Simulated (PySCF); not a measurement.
SMILES c1cc(C)ccc1[Si](Cl)(Cl)Cl at its GFN2-xTB optimised geometry (Å):

```
18

C     -1.9483    -3.0275     0.0191
C     -1.1838    -1.7411     0.0000
C     -1.8423    -0.5176     0.0044
C     -1.1352     0.6688     0.0042
C      0.2595     0.6751     0.0011
Si     1.2345     2.2908    -0.0433
Cl     1.7234     2.7637    -1.9532
Cl     2.9410     2.1038     1.0299
Cl     0.1310     3.7992     0.7327
C      0.9154    -0.5566     0.0000
C      0.2065    -1.7411     0.0000
H     -2.0620    -3.3746     1.0467
H     -2.9410    -2.8969    -0.4047
H     -1.4222    -3.7992    -0.5381
H     -2.9226    -0.4942     0.0065
H     -1.6720     1.6057     0.0080
H      1.9950    -0.5847     0.0005
H      0.7383    -2.6818    -0.0014
```

Level of theory: PySCF with B3LYP/def2-SVP. Cells within 0.4 Å of a nucleus heavier than hydrogen are left out (blank, or x).

Map of the deformation density (molecule minus spherical neutral atoms) (e/bohr³) on the plane z = 0.6 Å:

```
|222222222222222222222222222|
|222222222222222222222222222|
|222222222222122222222222222|
|222222222221122222222222222|
|222222222221234222222222222|
|2222222222224xx211122222222|
|222222222222323311122222222|
|222222222222123212223222222|
|222222221111111013424222222|
|222222211111112113324222222|
|222222211231113311222222222|
|222222111110311211122222222|
|222222111111312111122222222|
|222221111231013211112222222|
|222221122010001012112222222|
|222221121230003112112222222|
|222221110221213211112222222|
|222222110001310111122222222|
|222221110120112211222222222|
|222221112310012111222222222|
|222221127910111112222222222|
|222221113411111122222222222|
|222222111111122222222222222|
|222222211112222222222222222|
|222222222222222222222222222|
|222222222222222222222222222|
|222222222222222222222222222|
```
Scale: ten equal steps from -0.020 (start of '0') to 0.074 (end of '9'), in the order '0123456789'; x runs from -6.00 to 6.00, y from -6.00 (bottom) to 6.00 (top).
